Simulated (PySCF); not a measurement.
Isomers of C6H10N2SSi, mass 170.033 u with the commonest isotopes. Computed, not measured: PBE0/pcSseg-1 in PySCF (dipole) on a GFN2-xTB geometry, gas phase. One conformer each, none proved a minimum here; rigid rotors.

Question: Order these by rotational constant B, smallest first.
A. `[CH2:1]=[CH:2][c:3]1[cH:4][c:5]([S:6][CH2:7][SiH3:8])[n:9][nH:10]1` with C1–C2–C3–C4 -179°, C4–C5–S6–C7 177°, C5–S6–C7–Si8 -76°
B. `[CH2:1]=[CH:2][c:3]1[nH:4][n:5][c:6]([S:7][SiH3:8])[c:9]1[CH3:10]` with C1–C2–C3–N4 179°, N5–C6–S7–Si8 0°
C. `[CH2:1]=[CH:2][c:3]1[cH:4][c:5]([CH2:6][S:7][SiH3:8])[n:9][nH:10]1` with C1–C2–C3–C4 0°, C4–C5–C6–S7 89°, C5–C6–S7–Si8 55°

Answer: A (488.3 MHz), C (520.2 MHz), B (575.0 MHz).

Question: Order these by rotational constant C, smallest first.
A. `[CH2:1]=[CH:2][c:3]1[cH:4][c:5]([CH2:6][S:7][SiH3:8])[n:9][nH:10]1` with C1–C2–C3–C4 0°, C4–C5–C6–S7 89°, C5–C6–S7–Si8 55°
B. `[CH2:1]=[CH:2][c:3]1[nH:4][n:5][c:6]([S:7][SiH3:8])[c:9]1[CH3:10]` with C1–C2–C3–N4 179°, N5–C6–S7–Si8 0°
C. `[CH2:1]=[CH:2][c:3]1[cH:4][c:5]([S:6][CH2:7][SiH3:8])[n:9][nH:10]1` with C1–C2–C3–C4 -179°, C4–C5–S6–C7 177°, C5–S6–C7–Si8 -76°

Answer: C (430.9 MHz), B (468.4 MHz), A (482.8 MHz).

Question: Order these by out-of-plane moment Σ m c² = (Ia + Ib − Ic)/2, largest first.
A. `[CH2:1]=[CH:2][c:3]1[cH:4][c:5]([S:6][CH2:7][SiH3:8])[n:9][nH:10]1` with C1–C2–C3–C4 -179°, C4–C5–S6–C7 177°, C5–S6–C7–Si8 -76°
B. `[CH2:1]=[CH:2][c:3]1[nH:4][n:5][c:6]([S:7][SiH3:8])[c:9]1[CH3:10]` with C1–C2–C3–N4 179°, N5–C6–S7–Si8 0°
C. `[CH2:1]=[CH:2][c:3]1[cH:4][c:5]([CH2:6][S:7][SiH3:8])[n:9][nH:10]1` with C1–C2–C3–C4 0°, C4–C5–C6–S7 89°, C5–C6–S7–Si8 55°

Answer: C (84.03 u·Å²), A (37.61 u·Å²), B (4.65 u·Å²).

```tsv
SMILES	point group	Ia (u·Å²)	Ib (u·Å²)	Ic (u·Å²)	κ	μa (D)	μb (D)	μc (D)
C=Cc1[nH]nc(S[SiH3])c1C	–	209.46	878.85	1079.01	-0.89	2.87	1.81	0.02
C=Cc1cc(CS[SiH3])n[nH]1	C1	243.24	971.49	1046.68	-0.95	3.42	1.27	0.29
C=Cc1cc(S[SiH3])nn1C	Cs	235.99	863.96	1090.63	-0.86	3.36	2.35	0.00
C=Cc1cc(SC[SiH3])n[nH]1	C1	213.02	1035.06	1172.87	-0.94	2.30	1.07	0.40
```
